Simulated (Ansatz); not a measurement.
A nudged elastic band was laid between two geometries of CH3AlSe (6 atoms, charge 0, multiplicity 1).

Theory: UKS PBE0-D4/def2-SVP in Ansatz.

- movable images: 9
- climbing image: yes
- spring: 5.0 eV/Å²
- optimiser: quadratic models (default)
- start path: through a guess of the saddle point
- force threshold: 0.05 eV/Å
- iteration limit: 60
- end points: relaxed

Image 0:

```xyz
6
Properties=species:S:1:pos:R:3
C -0.242 -0.079 -0.774
Al 0.247 0.429 1.018
Se 0.476 -1.690 0.305
H -1.281 -0.256 -1.080
H 0.399 0.115 -1.643
H 0.402 1.481 2.175
```

Image 10:

```xyz
6
Properties=species:S:1:pos:R:3
C 0.544 0.230 -0.794
Al 0.378 0.752 0.900
Se -0.313 -1.399 -0.145
H -1.774 -1.222 -0.455
H 0.834 0.258 -1.843
H 0.331 1.380 2.336
```

(1) What changes between the two ends?

(2) Give the energies along the band, and the barrier.

(3) What is the geometry of the highest image?

(4) What are the harmonic wavenumbers there?

Answers

(1) Bonds broken: C1–H4. Bonds formed: Se3–H4.

(2) The forces met the threshold. The highest image is number 6 of 0 to 10, 318.3 kJ/mol above the first end and 109.9 kJ/mol above the last; the last end lies 208.4 kJ/mol above the first. A vibrational analysis at the climbing image gives one clearly imaginary mode, 1041i cm⁻¹: a first-order saddle point. The orbitals stay closed-shell, which can raise the energy where a bond breaks towards radicals; this wasn't checked here.

| image | path coordinate (Å) | energy (kJ/mol) | C1–H4 (Å) | Se3–H4 (Å) |
| --- | --- | --- | --- | --- |
| 0 | 0.00 | 0.0 | 1.10 | 2.66 |
| 1 | 0.23 | 12.8 | 1.09 | 2.46 |
| 2 | 0.46 | 53.2 | 1.09 | 2.25 |
| 3 | 0.70 | 117.7 | 1.13 | 2.02 |
| 4 | 0.93 | 211.2 | 1.29 | 1.80 |
| 5 | 1.16 | 295.2 | 1.55 | 1.62 |
| 6 | 1.39 | 318.3 | 1.84 | 1.50 |
| 7 | 1.64 | 301.0 | 2.09 | 1.46 |
| 8 | 1.90 | 260.8 | 2.30 | 1.45 |
| 9 | 2.15 | 221.6 | 2.52 | 1.47 |
| 10 | 2.41 | 208.4 | 2.76 | 1.50 |

(3) 
```xyz
6
Properties=species:S:1:pos:R:3
C 0.010 0.448 -0.907
Al 0.314 0.584 0.892
Se -0.103 -1.697 0.151
H -1.162 -0.934 -0.592
H 0.567 0.308 -1.842
H 0.376 1.290 2.296
```

(4) 1041i, 169, 319, 349, 413, 515, 575, 819, 883, 1998, 2235, 3221 cm⁻¹.

Run time: 2.5 min on 2 threads of Intel(R) Xeon(R) Platinum 8488C (Sapphire Rapids), with other jobs on the host, peak memory 0.28 GiB.
